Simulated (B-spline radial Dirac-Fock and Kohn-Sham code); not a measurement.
Calculated with an atomic code on a B-spline grid, using one-electron (LDA, Dirac) transition rates at Dirac-Fock energies.

Question: A single inner-shell vacancy in a neutral atom gives this computed emission spectrum. Which element, which hole, and which lines?

| energy (eV) | relative intensity |
| --- | --- |
| 4987.6 | 4.3 |
| 5609.9 | 11.3 |
| 5635.9 | 100.0 |
| 6359.5 | 1.0 |
| 6578.0 | 1.9 |
| 6582.7 | 16.6 |
| 6668.9 | 0.2 |

Answer: Samarium (Z = 62), hole in L3 (2p3/2). In order of rising energy the lines are Lℓ (L3-M1), Lα2 (L3-M4), Lα1 (L3-M5), Lβ6 (L3-N1), Lβ15 (L3-N4), Lβ2 (L3-N5), Lβ7 (L3-O1).
